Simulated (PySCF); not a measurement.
C2H6Te. Atoms are numbered in the order given.

```xyz
9

C      1.5870     0.0000    -1.0854
Te     0.0000     0.0000     0.4026
C     -1.5870     0.0000    -1.0854
H      1.5125    -0.9031    -1.7048
H      2.5435     0.0000    -0.5455
H      1.5125     0.9031    -1.7048
H     -1.5125    -0.9031    -1.7048
H     -2.5435     0.0000    -0.5455
H     -1.5125     0.9031    -1.7048
```

Geometry: B3LYP-D3(BJ)/def2-SVP. The def2 effective core potentials stand for the cores of Te; spin–orbit coupling is left out.

Calculation: B3LYP-D3(BJ)/def2-SVP run with PySCF 2.14.0.

Frequencies are harmonic and unscaled.

Computed harmonic wavenumbers and intensities:
```csv
mode,ν (cm⁻¹),IR (km/mol),moving atoms (share of kinetic energy)
1,113,0.1,H 97 %
2,121,0.0,H 97 %
3,167,0.0,"C 59 %, H 32 %, Te 9 %"
4,514,0.4,"C 76 %, H 15 %, Te 9 %"
5,520,4.2,"C 73 %, H 15 %, Te 11 %"
6,780,0.9,"H 88 %, C 12 %"
7,815,0.0,"H 89 %, C 11 %"
8,846,18.6,"H 87 %, C 12 %"
9,889,25.7,"H 81 %, C 19 %"
10,1232,17.5,"H 85 %, C 15 %"
11,1250,9.4,"H 85 %, C 15 %"
12,1431,0.0,H 95 %
13,1439,12.1,H 95 %
14,1441,15.1,H 94 %
15,1447,0.4,H 95 %
16,3052,15.0,H 98 %
17,3055,15.5,H 98 %
18,3169,3.7,"H 90 %, C 10 %"
19,3169,1.3,"H 90 %, C 10 %"
20,3170,5.0,"H 90 %, C 10 %"
21,3174,0.0,"H 90 %, C 10 %"
```
